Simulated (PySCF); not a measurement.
A species of formula C7H12Si has this rotational fingerprint, computed with PBE0/pcSseg-1 in PySCF (dipole) on a GFN2-xTB geometry, gas phase:

| Quantity | Value |
| --- | --- |
| Rotational constants | A = 3389, B = 509.3, C = 458.4 MHz |
| Dipole components | \|μa\| = 1.27 D, \|μb\| = 0.35 D, \|μc\| = 0.02 D |
| Inertial defect | -38.78 u·Å² |
| κ | -0.97 |

**Question.** Which structure is it? (One computed conformer of each.)
A. `[CH3:1][CH2:2]/[CH:3]=[CH:4]/[CH2:5][C:6]#[C:7][SiH3:8]` with C1–C2–C3–C4 -120°, C3–C4–C5–C6 -120°
B. `[CH:1]#[C:2][C@:3]([CH3:4])([CH:5]=[CH2:6])[SiH2:7][CH3:8]` with C2–C3–C5–C6 -19°, C2–C3–Si7–C8 -61°
C. `[CH3:1][CH2:2][CH2:3][SiH:4]1[CH:5]=[CH:6][CH:7]=[CH:8]1` with C1–C2–C3–Si4 179°, C2–C3–Si4–C5 -70°

**Answer.** A. It is CC/C=C/CC#C[SiH3], a near-prolate asymmetric top, point group C1. The candidates at the same level (rigid rotor, commonest isotopes):

```json
{"SMILES": "C#C[C@](C)(C=C)[SiH2]C", "A (MHz)": "2102", "B (MHz)": "1326", "C (MHz)": "1144", "μa (D)": "0.69", "μb (D)": "0.07", "μc (D)": "0.41", "Δ (u·Å²)": "-179.79", "point group": "C1", "rotor": "asymmetric top"}
{"SMILES": "CCC[SiH]1C=CC=C1", "A (MHz)": "4291", "B (MHz)": "844.4", "C (MHz)": "780.3", "μa (D)": "0.57", "μb (D)": "0.02", "μc (D)": "0.38", "Δ (u·Å²)": "-68.60", "point group": "C1", "rotor": "near-prolate asymmetric top"}
{"SMILES": "CC/C=C/CC#C[SiH3]", "A (MHz)": "3389", "B (MHz)": "509.3", "C (MHz)": "458.4", "μa (D)": "1.27", "μb (D)": "0.35", "μc (D)": "0.02", "Δ (u·Å²)": "-38.78", "point group": "C1", "rotor": "near-prolate asymmetric top"}
```

`CCC[SiH]1C=CC=C1` has C 70 % too high; `C#C[C@](C)(C=C)[SiH2]C` has B 160 % too high. No structure here is proved a minimum.
